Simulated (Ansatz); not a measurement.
Consider the substitution at a C–F bond: `FC[SiH3]` + `C=N` → `C=NC[SiH3]` + H–F.

Isolated molecules relaxed with PBE0-D4/def2-TZVP in Ansatz; ΔE leaves out vibrations. CCSD(T)/CBS adds triple-zeta CCSD(T) − MP2 to the extrapolated MP2 energy (def2 sets, frozen cores). This one scheme is used for every species. Functionals use def2-TZVPP. B3LYP here is the variant with VWN-RPA as its local correlation; programs differ in this. Each species was taken in one conformer, which may not be the lowest.

`FC[SiH3]`:

Z-matrix (Å, degrees):
```
C
Si 1 1.895
F 1 1.391 2 110.4
H 1 1.095 2 111.2 3 120.0
H 1 1.095 2 111.2 3 -120.0
H 2 1.484 1 110.0 3 60.5
H 2 1.484 1 110.0 3 -60.5
H 2 1.488 1 107.8 3 180.0
```

`C=N`:

```xyz
5

C    -0.142    0.355    0.079
N     0.033   -0.640   -0.676
H     0.243    0.441    1.101
H    -0.718    1.204   -0.295
H     0.584   -1.360   -0.209
```

`C=NC[SiH3]`:

Cartesian coordinates in Å:
```
C -0.008 -2.015 0.037
N 0.708 -0.992 0.201
C 0.098 0.198 0.727
Si 0.028 1.522 -0.622
H 0.438 -2.914 -0.386
H -1.074 -2.054 0.302
H 0.726 0.595 1.531
H -0.913 0.033 1.134
H -0.826 1.046 -1.742
H 1.390 1.820 -1.131
H -0.566 2.761 -0.050
```

H–F:

Z-matrix (Å, degrees):
```
F
H 1 0.920
```

Problem. Is it downhill or uphill in electronic energy at CCSD(T)/CBS, and by how much? (An estimate is asked.)

Solution. Ansatz gave: Downhill: ΔE = -13.5 kcal/mol.

Problem. What do these levels give: BLYP-D4, r2SCANh-D4, CAM-B3LYP-D4, PBE, revPBE, PBE0, B3LYP, r2SCANh, CAM-B3LYP, CCSD(T)/def2-SVP, HF/def2-QZVPP, SCS-MP2/def2-QZVPP? (An estimate is asked.)

Solution. Computed: BLYP-D4 -10.6, r2SCANh-D4 -11.9, CAM-B3LYP-D4 -10.4, PBE -10.9, revPBE -9.6, PBE0 -11.6, B3LYP -8.8, r2SCANh -11.5, CAM-B3LYP -9.1, CCSD(T)/def2-SVP -11.3, HF/def2-QZVPP -7.0, SCS-MP2/def2-QZVPP -13.5 kcal/mol.

Largest T1 diagnostic among the species: 0.012.

Leaving LDA and LC-ωPBE aside and taking each functional with its dispersion term where it has one, the values, not all of them listed here, spread over 3.4 kcal/mol, from PBE-QIDH to ωB97X-V. LDA lies −3.7 kcal/mol from PBE without D4. At CCSD(T), def2-SVP lies +2.2 kcal/mol from the extrapolated value and def2-TZVPP +0.7 kcal/mol. From BLYP to BHLYP (50 % exact exchange), in def2-TZVPP and without D4, ΔE moves by −1.3 kcal/mol.
